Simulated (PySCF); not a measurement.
**How the method changes the constants of KPb⁺**

State: ³Π (triplet), unpaired electrons σ ↑, π ↑. Set-up: basis K def2-SVPD, Pb def2-SVPD with ECP60; scalar-relativistic core potentials; PySCF 2.14. De refers to K⁺ + Pb in their high-spin ground configurations, without counterpoise correction. The functionals are run spin-unrestricted. A positive dipole points towards Pb; it is taken about the centre of mass and depends on that origin.

```
      Level  Re (Å)  ωe (cm⁻¹)  De (eV)   μ (D)
        UHF   4.117       57.3      n/a  -13.83
    UHF-MP2   4.027       62.1      n/a     n/a
UHF-SCS-MP2   4.039       61.6      n/a     n/a
   UHF-CCSD   4.035       62.1      n/a     n/a
UHF-CCSD(T)   4.032       62.3      n/a     n/a
        PBE   3.960       61.4      n/a  -12.43
     r²SCAN   3.974       61.3      n/a  -12.90
      TPSSh   3.976       61.5      n/a  -12.74
       PBE0   3.943       62.4      n/a  -12.67
    r²SCAN0   3.948       62.5      n/a  -12.91
  BHandHLYP   3.949       62.4      n/a  -12.86
```

Task: What does a quarter of exact exchange do here, going from PBE to PBE0?

Result: PBE0 less PBE: -1.7 pm in Re, +1.6 % in ωe. Exact exchange removes part of the self-interaction that spreads semilocal densities, and in most molecules shortens and stiffens the bond and lowers De; so it does here.

Task: What does the step from GGA to meta-GGA do here, going from PBE to r²SCAN?

Result: r²SCAN less PBE: +1.4 pm in Re, -0.2 % in ωe. 

Task: What does second-order correlation do here, going from UHF to UHF-MP2?

Result: UHF-MP2 less UHF: -9.0 pm in Re, +8.4 % in ωe. Correlation nearly always deepens the well. The bond shortens, as in weak, metallic or heavy-atom bonds, where dispersion and the correlation of outer-core electrons pull the atoms together.

Correlated steps freeze 9 core orbitals. Spin–orbit coupling is left out, which matters for elements this heavy, above all for dissociation energies. The state is the lowest determinant that a PBE0 search found; another state may lie lower at other levels.

The whole job (state search and all levels along the bond) took about 2.2 min on 1 thread of Intel Xeon Platinum 8559C (shared host), peak memory 0.79 GiB.
